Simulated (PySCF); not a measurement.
**A small calculation by hand: oscillator strength and radiative lifetime**

Mg(I)(NH2) (H₂IMgN), SMILES [NH2][Mg][I].

Geometry optimised at PBE0-D3(BJ)/def2-TZVP. The def2 effective core potentials stand for the cores of I; spin–orbit coupling is left out. Other conformers were not sampled.

PySCF with TDA-ωB97X/def2-SVPD puts the first singlet state with f over 0.02 at 4.55 eV (vertical), with the transition dipole (0.627, 0.000, 0.000) in atomic units.

Problem. Find the oscillator strength, the wavelength and the radiative lifetime that this transition would have in vacuum if emission retraced absorption.

Solution. 
|μ|² = 0.3931 au, so |μ| = 1.59 D. ΔE = 4.55/27.211 = 0.1672 hartree. f = (2/3) ΔE |μ|² = 0.044 (the program prints 0.044).
λ = 1239.84/4.55 = 272 nm; ν = 36698 cm⁻¹.
Einstein's coefficient A = 0.6670 ν² f s⁻¹ (ν in cm⁻¹) = 3.9e7 s⁻¹, so τ = 1/A = 25 ns. This state is S1. The figure is the radiative limit of this one transition; relaxation, internal conversion, crossing to triplets and a medium change what is measured.
